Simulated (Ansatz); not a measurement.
`[SiH3]C[SiH]1CO1` + arsine → `[AsH2][SiH]1CO1` + `C[SiH3]`  (ligand exchange at the Si–C bond)

Program: Ansatz. Geometries: PBE0-D4/def2-TZVP. ΔE: electronic, gas phase. CCSD(T)/CBS is the MP2 limit (def2-TZVPP, def2-QZVPP) plus CCSD(T) − MP2 in def2-TZVPP, frozen cores. This one scheme is used for every species. DFT in def2-TZVPP. For As outer-core shells are correlated without core-valence functions, which leaves a few kJ/mol of doubt a bond. Scalar relativity is left out up to krypton. One conformer a species, not always the lowest.

Task: Is it downhill or uphill in electronic energy at CCSD(T)/CBS, and by how much? (Estimate.)

Result: Ansatz gave: Downhill: ΔE = -20.4 kJ/mol.

Task: What do these levels give: ωB97M-V, PBE, PBE0, MP2/def2-TZVPP, SCS-MP2/def2-TZVPP, HF/CBS(def2)? (Best estimate.)

Result: Ansatz gave: ωB97M-V -17.2, PBE -30.0, PBE0 -26.5, MP2/def2-TZVPP -19.8, SCS-MP2/def2-TZVPP -18.3, HF/CBS(def2) -14.7 kJ/mol.

Largest T1 diagnostic among the species: 0.013.

From PBE to PBE0 (25 % exact exchange), in def2-TZVPP and without D4, ΔE moves by +3.5 kJ/mol.
